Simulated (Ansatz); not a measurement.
These are frozen-core CCSD(T)/cc-pVTZ // r2SCAN-D4/def2-TZVP in Ansatz (an electronic-structure program) values and carry that method's errors.

Ansatz 0.2 input:
```yaml
crystal:
  periodic: [false, false, false]
  atoms:
    - { symbol: N, position_ang: [1.818549, -0.3681, 0.603179] }
    - { symbol: C, position_ang: [0.574019, -0.117399, 0.161089] }
    - { symbol: C, position_ang: [-0.554259, 0.044339, -0.246286] }
    - { symbol: N, position_ang: [-1.780857, 0.224353, -0.766016] }
    - { symbol: H, position_ang: [2.575119, -0.078683, -0.000467] }
    - { symbol: H, position_ang: [2.000749, -0.163179, 1.575261] }
    - { symbol: H, position_ang: [-2.411244, -0.563008, -0.709469] }
    - { symbol: H, position_ang: [-2.236739, 1.099637, -0.551188] }
basis:
  gaussian: { orbitals: cc-pVTZ }
correlation:
  method: ccsd_t
```

Output:

```
Functional definition: HF
1012 factors; integrals over basis functions are off by at most 1.3e-3 eV
mean field evaluation 1: about -5084.5030 eV, gradient 3.3e1 eV
mean field evaluation 2: about -5084.5094 eV, gradient 3.3e1 eV
mean field evaluation 4: about -5087.1405 eV, gradient 3.1e0 eV
mean field evaluation 8: about -5087.1752 eV, gradient 1.6e-1 eV
mean field evaluation 16: about -5087.1664 eV, gradient 7.6e-1 eV
mean field -5087.17566740 eV, -186.9502575655 hartree, gradient 3.0e-6 eV, S^2 0.000000; 0 other end points of the search recorded, 0 dependent functions left out
4 core orbitals not correlated
reference -5087.17566740 eV, -186.9502575655 hartree; 11, 11 occupied and 161, 161 virtual orbitals, 1012 factors
second order -19.69137743 eV of doubles, -0.00000000 eV of singles
cycle   1  -19.57761785 eV  change    1.1e-1 eV  update   9.5e-2
cycle   2  -20.05502123 eV  change   -4.8e-1 eV  update   2.8e-2
cycle   3  -20.16086550 eV  change   -1.1e-1 eV  update   1.4e-2
cycle   4  -20.15388972 eV  change    7.0e-3 eV  update   3.8e-3
cycle   5  -20.15400566 eV  change   -1.2e-4 eV  update   1.6e-3
cycle   6  -20.15438318 eV  change   -3.8e-4 eV  update   5.0e-4
cycle   7  -20.15407237 eV  change    3.1e-4 eV  update   1.9e-4
cycle   8  -20.15402143 eV  change    5.1e-5 eV  update   9.0e-5
cycle   9  -20.15404282 eV  change   -2.1e-5 eV  update   3.6e-5
cycle  10  -20.15403794 eV  change    4.9e-6 eV  update   9.7e-6
perturbative correction -0.91843955 eV, -0.0337520309 hartree
Total energy: -5108.24814490 eV, -187.7246568300 hartree
```

Cost: about 40 core-seconds (a rough figure).
